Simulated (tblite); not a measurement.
A geometry optimisation, step by step.

Compound: C4H7F2O2Si (doublet state).
SMILES with atom numbers: `[CH2:1][C@@H:2]1[O:3][SiH2:4][O:5][C@@H:6]1[CH:7]([F:8])[F:9]` (hydrogens: H10, H11 on C1; H12 on C2; H13, H14 on Si4; H15 on C6; H16 on C7)

Computed with GFN2-xTB (tblite), gas phase: L-BFGS steps from a force-field or distance-geometry start until the largest atomic force falls under 0.01 eV/Å. 8 of its 69 geometries are shown.

Step 0: E = -855.6021 eV, largest atomic force 2.930 eV/Å
```
atom  x, y, z in Å  |  force x, y, z in eV/Å
C1      0.446    1.893   -0.482    1.747   0.964   1.921
C2      0.641    0.513    0.012    1.146   0.447  -1.221
O3      1.181   -0.356   -0.970   -0.171  -1.696   1.362
Si4     1.178   -1.793   -0.053   -0.894   0.084  -0.774
O5     -0.284   -1.499    0.840    1.600  -0.115  -1.688
C6     -0.564   -0.165    0.576   -0.466   0.914   2.744
C7     -1.811    0.072   -0.233   -0.875  -0.937  -0.373
F8     -1.640   -0.401   -1.508   -0.326   0.566   0.533
F9     -2.182    1.392   -0.289    0.263  -1.084  -0.028
H10     1.365    2.315   -0.926   -0.860  -0.426  -0.471
H11     0.197    2.554    0.384   -0.485  -0.434  -0.956
H12     1.435    0.486    0.815   -0.527   0.609   0.002
H13     2.333   -1.741    0.837   -0.104   0.002   0.100
H14     1.087   -3.009   -0.862   -0.171   0.568   0.177
H15    -0.765    0.291    1.598   -0.075  -0.069  -0.752
H16    -2.626   -0.541    0.250    0.197   0.606  -0.576
```

Step 10: E = -856.4117 eV, largest atomic force 0.379 eV/Å
```
atom  x, y, z in Å  |  force x, y, z in eV/Å
C1      0.656    1.949   -0.373   -0.180  -0.231  -0.012
C2      0.746    0.561    0.074   -0.153  -0.217   0.110
O3      1.261   -0.362   -0.847    0.148  -0.051  -0.002
Si4     1.154   -1.825   -0.106    0.268  -0.037   0.215
O5     -0.212   -1.488    0.774   -0.049   0.211  -0.146
C6     -0.549   -0.141    0.648    0.190   0.133  -0.131
C7     -1.823    0.010   -0.212    0.326   0.007   0.116
F8     -1.626   -0.399   -1.478    0.040   0.144  -0.067
F9     -2.193    1.316   -0.248   -0.005  -0.119  -0.095
H10     1.276    2.341   -1.154   -0.116  -0.184   0.009
H11     0.076    2.600    0.245   -0.032   0.206  -0.048
H12     1.434    0.536    0.962   -0.202   0.064  -0.060
H13     2.276   -1.834    0.863   -0.212  -0.243  -0.199
H14     0.969   -2.968   -0.970   -0.063   0.281  -0.022
H15    -0.778    0.281    1.625   -0.100   0.043   0.234
H16    -2.675   -0.567    0.184    0.141  -0.008   0.097
```

Step 19: E = -856.6294 eV, largest atomic force 0.476 eV/Å
```
atom  x, y, z in Å  |  force x, y, z in eV/Å
C1      0.612    1.943   -0.409    0.021  -0.096  -0.200
C2      0.786    0.626    0.201   -0.162  -0.231   0.102
O3      1.436   -0.291   -0.638    0.141  -0.173   0.074
Si4     1.170   -1.823   -0.108    0.146   0.002   0.061
O5     -0.187   -1.468    0.770   -0.051   0.203   0.193
C6     -0.510   -0.119    0.698    0.141   0.162  -0.088
C7     -1.741    0.019   -0.203    0.192  -0.010   0.092
F8     -1.478   -0.322   -1.479   -0.017  -0.040   0.008
F9     -2.222    1.285   -0.240    0.021  -0.080   0.118
H10     1.080    2.115   -1.368   -0.231   0.021   0.284
H11    -0.012    2.688    0.056    0.200  -0.191  -0.110
H12     1.377    0.681    1.142    0.026   0.219  -0.104
H13     2.206   -2.232    0.871   -0.316   0.068  -0.350
H14     0.780   -2.706   -1.191    0.149   0.142   0.036
H15    -0.792    0.262    1.682   -0.061  -0.014   0.134
H16    -2.513   -0.649    0.206   -0.200   0.015  -0.250
```

Step 29: E = -856.7623 eV, largest atomic force 0.084 eV/Å
```
atom  x, y, z in Å  |  force x, y, z in eV/Å
C1      0.544    1.855   -0.511    0.001  -0.033   0.038
C2      0.815    0.669    0.301    0.014  -0.004   0.015
O3      1.616   -0.270   -0.362   -0.071  -0.009   0.008
Si4     1.137   -1.809   -0.107    0.033  -0.038  -0.036
O5     -0.139   -1.443    0.884    0.005   0.037  -0.019
C6     -0.477   -0.106    0.780   -0.023   0.035  -0.008
C7     -1.662    0.011   -0.184   -0.006  -0.006  -0.002
F8     -1.306   -0.238   -1.463    0.053   0.030   0.026
F9     -2.213    1.247   -0.172    0.028  -0.016   0.049
H10     0.854    1.880   -1.535   -0.038  -0.018  -0.003
H11    -0.013    2.664   -0.083    0.051   0.007  -0.038
H12     1.345    0.956    1.231   -0.080  -0.011  -0.022
H13     2.036   -2.575    0.734    0.029   0.029   0.012
H14     0.716   -2.388   -1.369   -0.010  -0.004   0.005
H15    -0.816    0.270    1.752    0.010  -0.001   0.009
H16    -2.444   -0.714    0.094    0.004   0.003  -0.033
```

Step 39: E = -856.7723 eV, largest atomic force 0.083 eV/Å
```
atom  x, y, z in Å  |  force x, y, z in eV/Å
C1      0.540    1.843   -0.521   -0.022  -0.031   0.005
C2      0.800    0.668    0.310    0.061   0.045  -0.017
O3      1.605   -0.267   -0.354   -0.043  -0.027   0.064
Si4     1.133   -1.809   -0.106    0.043  -0.035  -0.026
O5     -0.142   -1.453    0.891    0.052   0.018  -0.062
C6     -0.483   -0.117    0.794   -0.025   0.000   0.010
C7     -1.652    0.015   -0.180   -0.046   0.008  -0.054
F8     -1.258   -0.180   -1.457    0.004   0.021  -0.046
F9     -2.209    1.246   -0.129   -0.010   0.030   0.016
H10     0.796    1.811   -1.561   -0.046   0.011   0.031
H11     0.042    2.695   -0.103    0.038  -0.015  -0.015
H12     1.313    0.967    1.242    0.034  -0.015  -0.013
H13     2.058   -2.553    0.727    0.000   0.001   0.000
H14     0.705   -2.385   -1.370    0.003   0.001   0.045
H15    -0.817    0.251    1.769   -0.038   0.021   0.030
H16    -2.438   -0.723    0.039   -0.006  -0.035   0.033
```

Step 49: E = -856.7776 eV, largest atomic force 0.051 eV/Å
```
atom  x, y, z in Å  |  force x, y, z in eV/Å
C1      0.538    1.831   -0.524   -0.009   0.033  -0.019
C2      0.803    0.668    0.319    0.004   0.011  -0.032
O3      1.614   -0.267   -0.336    0.004  -0.037   0.005
Si4     1.145   -1.811   -0.100    0.001  -0.021   0.000
O5     -0.146   -1.456    0.876    0.022   0.001   0.010
C6     -0.486   -0.121    0.789   -0.011  -0.003   0.005
C7     -1.653    0.024   -0.188   -0.018   0.007  -0.029
F8     -1.257   -0.123   -1.470   -0.008  -0.012  -0.044
F9     -2.226    1.247   -0.097   -0.004   0.015   0.012
H10     0.717    1.766   -1.577   -0.015   0.002  -0.003
H11     0.106    2.714   -0.100    0.003   0.019   0.015
H12     1.315    0.976    1.246   -0.008  -0.013   0.033
H13     2.080   -2.546    0.729   -0.015   0.000   0.014
H14     0.707   -2.400   -1.352    0.021   0.001  -0.008
H15    -0.838    0.240    1.762    0.036   0.007   0.035
H16    -2.427   -0.733    0.011   -0.001  -0.010   0.006
```

Step 58: E = -856.7794 eV, largest atomic force 0.029 eV/Å
```
atom  x, y, z in Å  |  force x, y, z in eV/Å
C1      0.540    1.834   -0.521   -0.005   0.024  -0.015
C2      0.804    0.665    0.311    0.001   0.005  -0.013
O3      1.611   -0.273   -0.345    0.004  -0.013  -0.010
Si4     1.152   -1.817   -0.094    0.004  -0.004  -0.001
O5     -0.147   -1.457    0.871   -0.005  -0.006  -0.011
C6     -0.488   -0.122    0.780   -0.003  -0.003   0.001
C7     -1.660    0.027   -0.194    0.001   0.001   0.000
F8     -1.277   -0.106   -1.482    0.023  -0.018   0.004
F9     -2.233    1.249   -0.088   -0.006  -0.003   0.016
H10     0.680    1.770   -1.580   -0.004  -0.004  -0.005
H11     0.141    2.724   -0.080    0.000   0.015   0.008
H12     1.311    0.964    1.245    0.020  -0.003   0.005
H13     2.084   -2.539    0.750   -0.018   0.002   0.009
H14     0.731   -2.420   -1.345    0.012   0.007   0.001
H15    -0.826    0.244    1.756   -0.021  -0.010   0.000
H16    -2.430   -0.735    0.004   -0.003   0.010   0.009
```

Step 68: E = -856.7803 eV, largest atomic force 0.009 eV/Å
```
atom  x, y, z in Å  |  force x, y, z in eV/Å
C1      0.539    1.840   -0.519   -0.003   0.004  -0.004
C2      0.803    0.663    0.304    0.002   0.002   0.003
O3      1.603   -0.274   -0.362   -0.002  -0.003   0.001
Si4     1.155   -1.819   -0.092    0.001  -0.004  -0.003
O5     -0.150   -1.459    0.863   -0.003  -0.006  -0.003
C6     -0.490   -0.124    0.776    0.005  -0.002   0.000
C7     -1.663    0.028   -0.194    0.005   0.000   0.004
F8     -1.280   -0.106   -1.482   -0.002  -0.003   0.003
F9     -2.235    1.250   -0.083    0.000  -0.002  -0.008
H10     0.657    1.777   -1.581   -0.003  -0.003   0.001
H11     0.165    2.736   -0.066    0.000   0.003   0.002
H12     1.318    0.954    1.236    0.001   0.002   0.009
H13     2.074   -2.532    0.775   -0.002   0.004  -0.004
H14     0.758   -2.432   -1.345    0.001   0.000   0.003
H15    -0.828    0.239    1.754    0.002   0.002  -0.002
H16    -2.434   -0.732    0.006   -0.001   0.005   0.000
```

**Question.** Summarise the path.

**Answer.** The energy falls by 1.1782 eV from step 0 to step 68; nine tenths of that is first reached at step 21. It rises by more than 0.2 meV at step 25. The largest force goes from 2.930 to 0.009 eV/Å. Among the bonds C2–C6 changes most, from 1.493 to 1.585 Å; the atoms move by 0.529 Å rms after alignment.

**Question.** Follow the three bonds and two angles with the largest change from start to end.

**Answer.** 
| step | E above end (eV) | largest force (eV/Å) | C2–C6 (Å) | Si4–O5 (Å) | O3–Si4 (Å) | C2–O3–Si4 (°) | H10–C1–H11 (°) |
| --- | --- | --- | --- | --- | --- | --- | --- |
| 0 | 1.1782 | 2.930 | 1.493 | 1.738 | 1.706 | 98.2 | 105.8 |
| 3 | 0.5608 | 0.692 | 1.543 | 1.649 | 1.632 | 103.1 | 114.9 |
| 6 | 0.4625 | 0.376 | 1.541 | 1.665 | 1.648 | 103.2 | 120.6 |
| 9 | 0.3951 | 0.363 | 1.574 | 1.667 | 1.646 | 104.6 | 122.1 |
| 12 | 0.3144 | 0.371 | 1.575 | 1.650 | 1.636 | 106.4 | 116.7 |
| 15 | 0.2349 | 0.406 | 1.554 | 1.660 | 1.638 | 106.1 | 115.4 |
| 18 | 0.1666 | 0.368 | 1.570 | 1.659 | 1.640 | 108.5 | 121.7 |
| 21 | 0.1011 | 0.365 | 1.555 | 1.654 | 1.634 | 111.9 | 120.4 |
| 24 | 0.0364 | 0.446 | 1.566 | 1.662 | 1.631 | 113.4 | 119.7 |
| 27 | 0.0226 | 0.146 | 1.583 | 1.657 | 1.634 | 113.2 | 120.5 |
| 30 | 0.0167 | 0.068 | 1.579 | 1.657 | 1.632 | 113.1 | 120.9 |
| 33 | 0.0140 | 0.083 | 1.580 | 1.658 | 1.631 | 113.6 | 120.3 |
| 35 | 0.0119 | 0.071 | 1.582 | 1.657 | 1.631 | 113.4 | 120.2 |
| 38 | 0.0093 | 0.096 | 1.581 | 1.658 | 1.632 | 113.0 | 120.7 |
| 41 | 0.0061 | 0.064 | 1.581 | 1.656 | 1.631 | 113.5 | 120.8 |
| 44 | 0.0049 | 0.054 | 1.585 | 1.657 | 1.630 | 113.6 | 120.4 |
| 47 | 0.0035 | 0.046 | 1.585 | 1.658 | 1.630 | 113.4 | 120.4 |
| 50 | 0.0023 | 0.050 | 1.584 | 1.657 | 1.630 | 113.6 | 120.5 |
| 53 | 0.0016 | 0.030 | 1.585 | 1.657 | 1.630 | 113.6 | 120.6 |
| 56 | 0.0012 | 0.032 | 1.584 | 1.658 | 1.631 | 113.5 | 120.6 |
| 59 | 0.0007 | 0.031 | 1.584 | 1.657 | 1.630 | 113.5 | 120.3 |
| 62 | 0.0002 | 0.022 | 1.585 | 1.657 | 1.630 | 113.5 | 120.4 |
| 65 | 0.0001 | 0.013 | 1.585 | 1.657 | 1.631 | 113.5 | 120.5 |
| 68 | 0.0000 | 0.009 | 1.585 | 1.657 | 1.630 | 113.5 | 120.4 |

What follows is the cost of the whole relaxation. On one thread of an Intel Xeon at 2.50 GHz, shared host with 64 logical CPUs at a one-minute load of 60, this took 1.6 s of wall time.
